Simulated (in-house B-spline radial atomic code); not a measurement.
**RPBE excitations of Ta5+**

Method: RPBE. Computed with a B-spline radial code for spherical atoms: linear response of the closed shell [Xe] 4f14 with the functional's adiabatic kernel; scalar-relativistic (spin-free one-electron X2C), finite nucleus, no spin-orbit coupling, no double excitations, S, P, D and F terms only; shells from n = 3 respond. Only terms of natural parity with L up to 3 were computed.

Spin-orbit coupling is strong here, so these LS terms don't match observed levels.

Command:
```bash
python run_td.py task.json out
```
Settings (radii: box in bohr, nucleus in fm):
```
Z                        73
electrons                68
configuration            [Xe] 4f14
hamiltonian              x2c
method                   rpbe,pbe
box_radius               16.35
rms_radius               5.3507
intervals                70
```

Run time, properties included: 6.3 s on 1 thread of Arm Neoverse N1, with other jobs on the host.

The lowest states, in the order of their Tamm-Dancoff energies; the method's threshold (minus the highest occupied level) is 82.20 eV. Labels give the largest channel, * marks a mixed state, and oscillator strengths are full-response dipole values. Semilocal kernels can invert the small singlet-triplet splittings of Rydberg terms. Energies in eV:

| state | full response | Tamm-Dancoff | oscillator strength |
| --- | --- | --- | --- |
| 4f → 5d 3P | 27.464 | 27.504 | - |
| 4f → 5d 3F | 27.814 | 27.835 | - |
| 4f → 5d 1F | 28.469 | 28.479 | - |
| 4f → 5d 1P | 29.929 | 30.17 | 0.147 |
| 4f → 6s 3F | 35.02 | 35.02 | - |
| 4f → 6s 1F | 35.17 | 35.18 | - |
| 5p → 5d 3P | 39.26 | 39.34 | - |
| 5p → 5d 3F | 39.62 | 39.69 | - |
| 5p → 5d 1F | 41.80 | 41.84 | - |
| 4f → 6p 3D | ? | ? | - |
| 4f → 6p 1D | 44.59 | 44.60 | - |
| 5p → 6s 3P | ? | ? | - |

Question: Where does 4f → 6p 3D lie?

Answer: At 44.26 eV in full response, 44.27 eV in Tamm-Dancoff.

Question: Where does 5p → 6s 3P lie?

Answer: At 47.75 eV in full response, 47.76 eV in Tamm-Dancoff.

Question: How large is the singlet-triplet splitting of 4f → 5d (F terms) in Tamm-Dancoff?

Answer: 0.645 eV, from the unrounded values.

Question: What polarisabilities and dispersion coefficient does the method give?

Answer: Dipole 2.541 bohr³, quadrupole 3.601 bohr⁵, C6 10.58 hartree·bohr⁶ for two such species.
